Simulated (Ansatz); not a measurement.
Born–Oppenheimer molecular dynamics of BF4 + H3O (9 atoms, charge 0, multiplicity 1). It starts from a relaxed structure.

Level of theory: UKS PBE-D4/STO-3G in Ansatz.

```
ensemble                      : NVE (velocity Verlet)
time step                     : 0.5 fs
steps asked                   : 229
starting velocities drawn for : 500 K
masses                        : H 3.016 u
seed                          : 184498
```

First frame:

```xyz
9
Properties=species:S:1:pos:R:3
O -0.208 -0.036 -1.710
H -0.162 0.781 -0.869
H -0.049 -0.818 -0.850
H 0.742 0.026 -2.102
F -1.335 -0.072 1.738
B -0.082 0.009 1.216
F 0.986 0.096 2.053
F 0.140 -1.200 0.277
F -0.031 1.215 0.246
```

(1) How far do the bonds stretch over the last three quarters of this one trajectory? (Pairs bonded in most of those frames.)

Answers

(1) 
```tsv
bond	mean (Å)	spread (Å)	shortest	longest
O1–H2	1.174	0.036	1.11	1.24
O1–H3	1.176	0.026	1.13	1.24
O1–H4	1.031	0.008	1.02	1.05
F5–B6	1.360	0.020	1.32	1.39
B6–F7	1.365	0.023	1.32	1.41
B6–F8	1.544	0.040	1.48	1.62
B6–F9	1.558	0.047	1.47	1.63
```

Mean temperature of the second half: 277 K. The conserved energy stayed within 0.077 meV per atom of its start (net change 0.036 meV per atom), so the integration is sound. Over the second half the temperature averaged 0.55 of the 500 K drawn at the start: a run that starts near a minimum puts about half its kinetic energy into the potential. A run of 0.11 ps of so small a system gives no equilibrium averages. Limits of this set-up: minimal basis.

Time of the run: 16 min on 1 thread of Arm Neoverse N1, on a shared host, peak memory 0.11 GiB.
